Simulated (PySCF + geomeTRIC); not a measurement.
These are PySCF + geomeTRIC with PBE0-D4/def2-TZVP values and carry that method's errors. fastk is a local helper that only speeds up exchange builds. No frequencies were computed at this level.

```python
import json, numpy as np
from pyscf import gto, dft
from fastk import lowrank_exchange
atoms = """
O      1.008016    -0.508691    -0.917462
C     -0.100670     0.201338    -0.515456
O      0.162471     1.145579     0.450816
O     -1.196333    -0.585514    -0.240930
H      1.795640    -0.033046    -0.630521
H     -0.616936     1.236001     1.010190
H     -1.052193    -1.455667    -0.628811
"""
def scf(charge, spin, dm0=None):
    mol = gto.M(atom=atoms, basis='def2-tzvp', ecp={}, charge=charge, spin=spin, verbose=3, max_memory=5040)
    mf = dft.KS(mol, xc='pbe0').density_fit(auxbasis="def2-universal-jkfit")
    mf.disp = 'd4'
    mf.grids.level = 3
    mf.conv_tol = 1e-8
    mf.max_cycle = 60
    mf.kernel(dm0)
    if not mf.converged:
        mf = mf.newton().run(mf.mo_coeff, mf.mo_occ).undo_soscf()
    return mf
mf = scf(0, 1)
lowrank_exchange(mf)  # same exchange matrices as the stock routine, built faster for response steps
mo, _, stable, _ = mf.stability(return_status=True)
if not stable:
    mf.kernel(mf.make_rdm1(mo, mf.mo_occ))
del mf.get_jk
from pyscf.geomopt.geometric_solver import kernel as optimize
path = []
done, mol = optimize(mf, maxsteps=80, assert_convergence=False, callback=lambda env: path.append((env["energy"], bool(env["g_scanner"].converged))))
res = dict(converged=bool(done and path[-1][1]), energy=path[-1][0], path=[e for e, c in path], xyz=mol.atom_coords(unit="Angstrom").tolist(), nao=mol.nao)
json.dump(res, open("result.json", "w"))
```

Output:

```
converged SCF energy = -265.360691399884  <S^2> = 0.75286385  2S+1 = 2.0028618
<class 'pyscf.df.df_jk.DFUKS'> wavefunction is stable in the internal stability analysis
Geometry optimization cycle 1
converged SCF energy = -265.360691399355  <S^2> = 0.75286384  2S+1 = 2.0028618
cycle 1: E = -265.360691399  dE = -265.361  norm(grad) = 0.0253728
Geometry optimization cycle 2
converged SCF energy = -265.360429980152  <S^2> = 0.75277861  2S+1 = 2.0027767
cycle 2: E = -265.36042998  dE = 0.000261419  norm(grad) = 0.0270307
Geometry optimization cycle 3
converged SCF energy = -265.361900285571  <S^2> = 0.75279607  2S+1 = 2.0027941
cycle 3: E = -265.361900286  dE = -0.00147031  norm(grad) = 0.00270422
Geometry optimization cycle 4
converged SCF energy = -265.361932064102  <S^2> = 0.75279139  2S+1 = 2.0027894
cycle 4: E = -265.361932064  dE = -3.17785e-05  norm(grad) = 0.000965962
Geometry optimization cycle 5
converged SCF energy = -265.361983042528  <S^2> = 0.75277375  2S+1 = 2.0027718
cycle 5: E = -265.361983043  dE = -5.09784e-05  norm(grad) = 0.00356734
Geometry optimization cycle 6
converged SCF energy = -265.362290048213  <S^2> = 0.75268336  2S+1 = 2.0026816
cycle 6: E = -265.362290048  dE = -0.000307006  norm(grad) = 0.0148017
Geometry optimization cycle 7
converged SCF energy = -265.362409815302  <S^2> = 0.75267331  2S+1 = 2.0026715
cycle 7: E = -265.362409815  dE = -0.000119767  norm(grad) = 0.010566
Geometry optimization cycle 8
converged SCF energy = -265.362677609  <S^2> = 0.75268002  2S+1 = 2.0026782
cycle 8: E = -265.362677609  dE = -0.000267794  norm(grad) = 0.00348923
Geometry optimization cycle 9
converged SCF energy = -265.362830382484  <S^2> = 0.75267389  2S+1 = 2.0026721
cycle 9: E = -265.362830382  dE = -0.000152773  norm(grad) = 0.00287534
Geometry optimization cycle 10
converged SCF energy = -265.363016446592  <S^2> = 0.75266118  2S+1 = 2.0026594
cycle 10: E = -265.363016447  dE = -0.000186064  norm(grad) = 0.00445236
Geometry optimization cycle 11
converged SCF energy = -265.363304304995  <S^2> = 0.75264046  2S+1 = 2.0026387
cycle 11: E = -265.363304305  dE = -0.000287858  norm(grad) = 0.00573962
Geometry optimization cycle 12
converged SCF energy = -265.363676522755  <S^2> = 0.75261379  2S+1 = 2.0026121
cycle 12: E = -265.363676523  dE = -0.000372218  norm(grad) = 0.00539033
Geometry optimization cycle 13
converged SCF energy = -265.363971844453  <S^2> = 0.75258461  2S+1 = 2.0025829
cycle 13: E = -265.363971844  dE = -0.000295322  norm(grad) = 0.00196472
Geometry optimization cycle 14
converged SCF energy = -265.363977325025  <S^2> = 0.75258438  2S+1 = 2.0025827
cycle 14: E = -265.363977325  dE = -5.48057e-06  norm(grad) = 0.00071788
Geometry optimization cycle 15
converged SCF energy = -265.363978299259  <S^2> = 0.75258572  2S+1 = 2.0025841
cycle 15: E = -265.363978299  dE = -9.74234e-07  norm(grad) = 8.96434e-05
Geometry optimization cycle 16
converged SCF energy = -265.363978306564  <S^2> = 0.75258636  2S+1 = 2.0025847
cycle 16: E = -265.363978307  dE = -7.30404e-09  norm(grad) = 0.000193675
<class 'geometric.internal.Distance'> : 6
<class 'geometric.internal.Angle'> : 6
<class 'geometric.internal.Dihedral'> : 6
<class 'geometric.internal.TranslationX'> : 1
<class 'geometric.internal.TranslationY'> : 1
<class 'geometric.internal.TranslationZ'> : 1
<class 'geometric.internal.RotationA'> : 1
<class 'geometric.internal.RotationB'> : 1
<class 'geometric.internal.RotationC'> : 1
Step    0 : Gradient = 9.590e-03/1.410e-02 (rms/max) Energy = -265.3606913994
Step    1 : Displace = 5.714e-02/7.698e-02 (rms/max) Trust = 1.000e-01 (=) Grad = 1.022e-02/2.027e-02 (rms/max) E (change) = -265.3604299802 (+2.614e-04) Quality = -0.119
Step    2 : Displace = 2.880e-02/4.518e-02 (rms/max) Trust = 2.857e-02 (-) Grad = 1.022e-03/2.038e-03 (rms/max) E (change) = -265.3619002856 (-1.470e-03) Quality = 0.887
Step    3 : Displace = 6.976e-03/8.975e-03 (rms/max) Trust = 4.041e-02 (+) Grad = 3.651e-04/4.631e-04 (rms/max) E (change) = -265.3619320641 (-3.178e-05) Quality = 1.479
Step    4 : Displace = 1.736e-02/2.190e-02 (rms/max) Trust = 5.714e-02 (+) Grad = 1.348e-03/2.534e-03 (rms/max) E (change) = -265.3619830425 (-5.098e-05) Quality = 1.671
Step    5 : Displace = 8.143e-02/1.002e-01 (rms/max) Trust = 8.081e-02 (+) Grad = 5.595e-03/1.088e-02 (rms/max) E (change) = -265.3622900482 (-3.070e-04) Quality = 1.770
Step    6 : Displace = 1.867e-02/2.692e-02 (rms/max) Trust = 1.143e-01 (+) Grad = 3.994e-03/7.228e-03 (rms/max) E (change) = -265.3624098153 (-1.198e-04) Quality = 0.250
Step    7 : Displace = 9.538e-03/1.461e-02 (rms/max) Trust = 9.333e-03 (-) Grad = 1.319e-03/2.985e-03 (rms/max) E (change) = -265.3626776090 (-2.678e-04) Quality = 1.020
Step    8 : Displace = 1.381e-02/1.607e-02 (rms/max) Trust = 1.320e-02 (+) Grad = 1.087e-03/1.369e-03 (rms/max) E (change) = -265.3628303825 (-1.528e-04) Quality = 1.267
Step    9 : Displace = 1.887e-02/2.217e-02 (rms/max) Trust = 1.867e-02 (+) Grad = 1.683e-03/2.186e-03 (rms/max) E (change) = -265.3630164466 (-1.861e-04) Quality = 1.106
Step   10 : Displace = 2.819e-02/3.293e-02 (rms/max) Trust = 2.640e-02 (+) Grad = 2.169e-03/3.306e-03 (rms/max) E (change) = -265.3633043050 (-2.879e-04) Quality = 1.032
Step   11 : Displace = 3.729e-02/4.316e-02 (rms/max) Trust = 3.733e-02 (+) Grad = 2.037e-03/3.760e-03 (rms/max) E (change) = -265.3636765228 (-3.722e-04) Quality = 0.972
Step   12 : Displace = 5.316e-02/6.096e-02 (rms/max) Trust = 5.279e-02 (+) Grad = 7.426e-04/1.693e-03 (rms/max) E (change) = -265.3639718445 (-2.953e-04) Quality = 0.775
Step   13 : Displace = 3.356e-03/4.157e-03 (rms/max) Trust = 7.466e-02 (+) Grad = 2.713e-04/6.352e-04 (rms/max) E (change) = -265.3639773250 (-5.481e-06) Quality = 1.227
Step   14 : Displace = 1.657e-03/2.237e-03 (rms/max) Trust = 1.056e-01 (+) Grad = 3.388e-05/4.498e-05 (rms/max) E (change) = -265.3639782993 (-9.742e-07) Quality = 0.804
Step   15 : Displace = 6.601e-04/1.045e-03 (rms/max) Trust = 1.493e-01 (+) Grad = 7.320e-05/1.565e-04 (rms/max) E (change) = -265.3639783066 (-7.304e-09) Quality = 0.029
Converged! =D
```

Cost: around 7 core-minutes (rough).
